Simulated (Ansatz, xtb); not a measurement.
# Two isomers of C6H6FNO

We compare X, `Nc1cc(F)ccc1O`, a singlet, with Y, `FCOc1ccncc1`, a singlet. Both are isolated molecules in the gas phase, relaxed with B3LYP/def2-SVP; the shapes shown needn't be the lowest conformers.

X (Å):

```xyz
15

C    -1.8704    0.1513   -0.2504
C    -1.0919   -0.4093   -1.2683
C     0.2744   -0.5889   -1.0608
C     0.8812   -0.2328    0.1412
C     0.1074    0.3357    1.1564
C    -1.2640    0.5397    0.9655
F     1.0192   -1.1272   -2.0445
N    -3.2755    0.4078   -0.3428
O    -2.0206    1.1187    1.9225
H    -3.8295   -0.4001   -0.0511
H    -3.5646    0.6495   -1.2889
H    -1.5384   -0.7149   -2.2173
H     1.9535   -0.3940    0.2675
H     0.5590    0.6435    2.1013
H    -2.8862    1.2751    1.4938
```

Y (Å):

```
atom    x (Å)    y (Å)    z (Å)
   C  -3.2166   1.3696  -0.1914
   C  -1.1696   0.1887  -0.4429
   C  -0.0250   0.0215  -1.2320
   C   1.0586  -0.6653  -0.6866
   C  -0.0276  -1.0163   1.2848
   C  -1.1805  -0.3531   0.8483
   F  -4.0395   0.3719   0.2669
   N   1.0732  -1.1756   0.5499
   O  -2.2122   0.8699  -1.0042
   H  -2.7962   1.8917   0.6875
   H  -3.8105   2.0515  -0.8181
   H   0.0022   0.4302  -2.2436
   H   1.9665  -0.8054  -1.2851
   H  -0.0113  -1.4483   2.2926
   H  -2.0616  -0.2984   1.4872
```

Energies in hartree; the thermal terms are from GFN2-xTB frequencies at re-optimised GFN2-xTB minima (ideal gas, soft modes damped towards free rotors, one conformer each, 298.15 K, 1 atm) and include the zero-point energy:

|  | X | Y |
| --- | --- | --- |
| E, CCSD(T)/def2-SVP | −460.494600 | −460.481621 |
| E, MP2/def2-SVP | −460.403282 | −460.386212 |
| E, MP2/def2-TZVPP | −461.259759 | −461.240124 |
| zero-point energy | 0.109232 | 0.109529 |
| H(298 K) − E | 0.118141 | 0.118074 |
| G(298 K) − E | 0.077169 | 0.076854 |

Question: Correct the CCSD(T) difference for the basis set by the MP2 change, then work out ΔE, ΔE₀, ΔH and ΔG for X → Y in kcal/mol (1 Eh = 627.51 kcal/mol) and the equilibrium ratio [Y]/[X].

Answer: 1. Differences Y − X: CCSD(T) +0.012979, MP2 in the small set +0.017070, MP2 in the large set +0.019635 Eh.
2. ΔE = +0.012979 + (+0.019635 − (+0.017070)) = +0.015544 Eh = +9.75 kcal/mol.
3. ΔE₀ = ΔE + ΔZPE = +0.015544 + (+0.000297) Eh = +9.94 kcal/mol.
4. ΔH = ΔE + (−0.000067) Eh = +9.71 kcal/mol.
5. ΔG = ΔE + (−0.000315) Eh = +9.56 kcal/mol, so ΔS = (ΔH − ΔG)/T = +2.2 J/(mol K).
6. kT = 0.9442 mEh, so K = [Y]/[X] = exp(−ΔG/kT) = exp(−16.13) ≈ 9.9 × 10^−8.

Structure X is favoured at this temperature. An error of 1 kcal/mol in ΔG would change K by a factor of 5.4. HF/STO-3G gave ΔE the other sign. Mirror images and further conformers aren't counted.

As drawn, Y has 1 C–O, 2 C∷N, 3 C–H in place of 1 C–N, 2 C∷C, 2 N–H, 1 O–H (∷ is an aromatic bond).

Other levels gave ΔE = +0.7 (GFN2-xTB); −2.8 (HF/STO-3G, GFN2-xTB geometries); +11.9 (r2SCAN-D4/def2-SVP, GFN2-xTB geometries); +9.3 (B3LYP/def2-SVP); +4.1 (HF/def2-SVP); +10.7 (MP2/def2-SVP); +8.1 (CCSD(T)/def2-SVP) kcal/mol. The correlated steps freeze 9 core orbitals. Programs: Ansatz 0.2.0, xtb 6.7.1.
